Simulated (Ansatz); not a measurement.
Compare A (`C=C[SiH2][SiH2]F`) with its isomer B (`C[C@H]1[SiH2][Si@@H]1F`).

Program: Ansatz. Geometries: PBE0-D4/def2-TZVP. ΔE: electronic, gas phase. CCSD(T)/CBS adds triple-zeta CCSD(T) − MP2 to the extrapolated MP2 energy (def2 sets, frozen cores). Functionals use def2-TZVPP. B3LYP here is the variant with VWN-RPA as its local correlation; programs differ in this. Each species was taken in one conformer, which may not be the lowest.

Task: Which is lower in electronic energy at CCSD(T)/CBS, and by how much? (An estimate is asked.)

Result: Computed: A, by 8.8 kcal/mol.

Task: Give E(B) − E(A) in kcal/mol with ωB97M-V, B3LYP-D4, PBE0-D4, B2PLYP, r2SCAN-D4, CCSD(T)/def2-TZVPP, B3LYP. (Best estimate.)

Result: The calculation gave: ωB97M-V 6.9, B3LYP-D4 10.5, PBE0-D4 4.2, B2PLYP 9.9, r2SCAN-D4 5.3, CCSD(T)/def2-TZVPP 9.2, B3LYP 11.1. None reverses the order clearly.

Largest T1 diagnostic: 0.012.

In def2-TZVPP, CCSD(T) changes the Hartree–Fock value by −8.7 kcal/mol (the triples alone add −0.8 kcal/mol) and MP2 by −11.4 kcal/mol.
